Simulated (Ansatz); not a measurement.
Species: [W(CH3)6] (charge 0, multiplicity 1).

**Question.** Give a relaxed geometry from r2SCAN-D4/def2-SVP run with Ansatz (a program for electronic structure).

**Answer.** the end point of this relaxation.
Cartesian coordinates (Å) in one orientation:
```xyz
25

W      0.071    -0.078     0.176
C     -1.354     1.504    -0.350
H     -2.302     1.356     0.197
H     -1.576     1.647    -1.415
H     -0.883     2.428     0.038
C      2.123     0.105     0.722
H      2.201    -0.519     1.635
H      2.350     1.147     1.007
H      2.881    -0.235     0.001
C     -1.020    -0.887    -1.547
H     -1.995    -1.197    -1.124
H     -0.515    -1.793    -1.923
H     -1.207    -0.206    -2.388
C      0.983     0.915    -1.554
H      0.307     1.285    -2.335
H      1.636     0.137    -1.995
H      1.629     1.744    -1.217
C     -0.065    -2.163     0.597
H      0.652    -2.725    -0.028
H     -1.051    -2.643     0.517
H      0.278    -2.234     1.649
C     -0.695     0.558     2.060
H     -0.703     1.636     2.277
H     -0.029     0.056     2.789
H     -1.715     0.162     2.210
```
